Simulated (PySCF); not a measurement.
This script is equivalent to a calculation on Ge²⁺ (germanium, charge +2).

```python
from pyscf import gto, scf, dft, mp, cc
import basis_set_exchange as bse
txt = bse.get_basis("aug-cc-pVTZ-PP", elements=["Ge"], fmt="nwchem", header=False, augment_diffuse=1)
cut = txt.index("\nECP")
mol = gto.M(atom="Ge 0 0 0", charge=2, spin=0, symmetry="D2h",
            basis=gto.basis.parse(txt[:cut]),
            ecp={"Ge": gto.basis.parse_ecp(txt[cut:])})
mf = scf.UHF(mol)
mf.irrep_nelec = {'Ag': (4, 4), 'B1g': (1, 1), 'B2g': (1, 1), 'B3g': (1, 1), 'B1u': (1, 1), 'B2u': (1, 1), 'B3u': (1, 1)}
mf.kernel()
```

Problem. What total energy does it give?

Solution. -292.52033 hartree (calculated).

Problem. Which occupied shell lies highest, and where?

Solution. 4s, at -32.444 eV.

Energies and moments cover only the electrons outside the core potential.
